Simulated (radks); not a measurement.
Question: Species: Ce3+. Configuration: [Xe] 4f1. Calculated with a radial shooting solver on a logarithmic mesh with Libxc functionals: Dirac Kohn-Sham, LDA (Slater exchange, Perdew-Zunger correlation), spin-unpolarised, spherical densities, point nucleus; open shells are shared between the two j in proportion to 2j + 1. Some entries of the table are withheld. Estimate them.

orbital,occ.,eigenvalue (Ry),<r^2> (bohr^2),<1/r> (bohr^-1)
1s1/2,2,-2956.006,0.0008220,63.30
2s1/2,2,-474.6557,0.01302,14.92
2p1/2,2,-448.4297,0.009541,14.91
2p3/2,4,-415.6467,0.01080,13.51
3s1/2,2,-103.5427,0.08886,5.381
3p1/2,2,-92.41620,0.08368,5.298
3p3/2,4,-85.97690,0.09124,4.947
3d3/2,4,-66.45457,0.07465,4.815
3d5/2,6,-65.07020,0.07680,4.726
4s1/2,2,-22.30684,0.4590,2.236
4p1/2,2,-18.17477,(1),2.133
4p3/2,4,-16.78127,(2),2.016
4d3/2,4,-9.98632,0.6335,1.798
4d5/2,6,-9.74224,0.6502,1.770
5s1/2,2,-4.69186,2.525,0.8885
5p1/2,2,-3.53675,3.123,0.7924
5p3/2,4,-3.32042,3.401,0.7531
4f5/2,0.428571,-2.14329,1.419,1.240
4f7/2,0.571429,-2.11793,1.445,1.230
5d3/2,0,-1.76279,6.101,(3)
5d5/2,0,-1.73904,6.246,(4)
6s1/2,0,-1.52022,12.39,0.3887
6p1/2,0,-1.20504,16.15,0.3415
6p3/2,0,-1.15908,17.27,0.3297
5f5/2,0,(5),24.72,0.2789
5f7/2,0,(6),24.88,0.2784

Answer: 
(1) 4p1/2 <r^2> (bohr^2): 0.4900
(2) 4p3/2 <r^2> (bohr^2): 0.5319
(3) 5d3/2 <1/r> (bohr^-1): 0.5539
(4) 5d5/2 <1/r> (bohr^-1): 0.5466
(5) 5f5/2 eigenvalue (Ry): -0.67254
(6) 5f7/2 eigenvalue (Ry): -0.67102
